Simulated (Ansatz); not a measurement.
Species: C5H5S (charge 0, doublet). It need not be the lowest isomer of its formula. 
Structure (B3LYP-D3(BJ)/def2-TZVP (Ansatz, a quantum-chemistry and plane-wave program) minimum search):
SMILES: [c]1c(C)scc1
```xyz
11

C     -2.3022    -0.1436    -0.0152
C     -0.8196    -0.2106     0.1447
C     -0.0426    -0.9840     0.9233
C      1.3579    -0.8242     0.8643
C      1.6693     0.1544    -0.0363
S      0.2602     0.8318    -0.7658
H     -2.6897     0.8442     0.2424
H     -2.7714    -0.8745     0.6420
H     -2.6059    -0.3633    -1.0407
H      2.0804    -1.3837     1.4380
H      2.6461     0.5170    -0.3138
```
Charge 0, spin multiplicity 2.

Basis-set convergence of Hartree-Fock and CCSD(T) correlation energies (hartree) with Ansatz. Cores are frozen in the correlated levels unless marked. Open shells are spin-unrestricted. Spin-orbit coupling is left out. Non-relativistic.

The UHF reference is spin-contaminated (<S^2> 0.38 over the pure value in the largest basis). 

| basis | functions | E(HF) | E(corr, CCSD(T)) |
|---|---|---|---|
| cc-pV(D+d)Z | 118 | -589.72034 | -0.84846 |
| cc-pV(T+d)Z | 259 | [?] | [?] |

Question: Some entries are withheld; supply them.

Answer: 
- cc-pV(T+d)Z, E(HF): -589.78447
- cc-pV(T+d)Z, E(corr, CCSD(T)): -1.03072
